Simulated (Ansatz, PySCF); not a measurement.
This PySCF input computes a B3LYP/def2-TZVPD energy:

```python
from pyscf import gto, scf, dft

mol = gto.M(
    atom='''
    Si    0.00714127    1.04995696    0.80957954
    H    -0.41840924    1.86076314   -0.40814884
    Si    0.01975272   -0.90056355   -0.58375403
    H     0.97687736   -0.69981080   -1.70695297
    H    -1.33626862   -1.10126450   -1.16589692
    H     0.40128468   -2.15119550    0.11944169
    ''',
    basis='def2-tzvpd',
    charge=0,
    spin=0,
    verbose=4,
)

mf = dft.RKS(mol, xc='b3lyp').density_fit(auxbasis='def2-universal-jkfit')
mf.grids.level = 3
mf.conv_tol = 1e-9
mf.max_cycle = 100
mf.max_memory = 1500
mf.kernel()
if not mf.converged:
    mf = mf.newton()
    mf.kernel(mf.make_rdm1())
mf.analyze()
```

Write an input for the same energy in Ansatz (a program for electronic structure) and say what it gives.


Ansatz 0.2 input:
```yaml
crystal:
  periodic: [false, false, false]
  atoms:
    - {symbol: Si, position_ang: [0.00714127, 1.04995696, 0.80957954]}
    - {symbol: H, position_ang: [-0.41840924, 1.86076314, -0.40814884]}
    - {symbol: Si, position_ang: [0.01975272, -0.90056355, -0.58375403]}
    - {symbol: H, position_ang: [0.97687736, -0.69981080, -1.70695297]}
    - {symbol: H, position_ang: [-1.33626862, -1.10126450, -1.16589692]}
    - {symbol: H, position_ang: [0.40128468, -2.15119550, 0.11944169]}
basis:
  gaussian:
    orbitals: def2-TZVPD
hamiltonian:
  xc: {name: B3LYP}
output: {forces: true}
```
It gives -581.37063 Eh, and PySCF -581.37069 Eh, a difference of 0.06 mEh, from the treatment of integrals and grids.
